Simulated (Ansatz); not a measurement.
CH4BeO (SMILES [CH3][Be][OH]) moved off its minimum; all values from Ansatz (an electronic-structure program), cores frozen in correlated methods.
(charge 0, multiplicity 1)
```xyz
7

Be    -0.03157    -0.03689     0.15194
C      0.92688     0.44486    -1.17266
H      1.74811     0.01815    -1.18764
H      1.20661     1.62922    -1.00874
H      0.59806     0.30260    -2.05060
O     -0.93868    -0.60976     1.00785
H     -1.76411    -0.59717     1.33750
```

Forces at wB97M-V/def2-TZVPP (eV/Å):

| atom | Fx | Fy | Fz |
|---|---|---|---|
| Be1 | 0.592 | 0.322 | -1.479 |
| C2 | -4.078 | 7.533 | 7.225 |
| H3 | 8.177 | -4.099 | 0.375 |
| H4 | -0.792 | -2.765 | -0.615 |
| H5 | -3.196 | -0.602 | -6.491 |
| O6 | 3.047 | -0.441 | -0.569 |
| H7 | -3.750 | 0.051 | 1.553 |

Give the forces (eV/Å), the total energy and the dipole at CCSD(T)/cc-pVTZ.


```
atom      Fx      Fy      Fz
----  ------  ------  ------
Be1    0.482   0.290  -1.367
C2    -4.086   7.542   7.210
H3     8.327  -4.152   0.379
H4    -0.776  -2.690  -0.614
H5    -3.253  -0.592  -6.604
O6     3.126  -0.467  -0.572
H7    -3.819   0.069   1.567
```
Energy -130.2698 hartree, dipole 1.13 D.
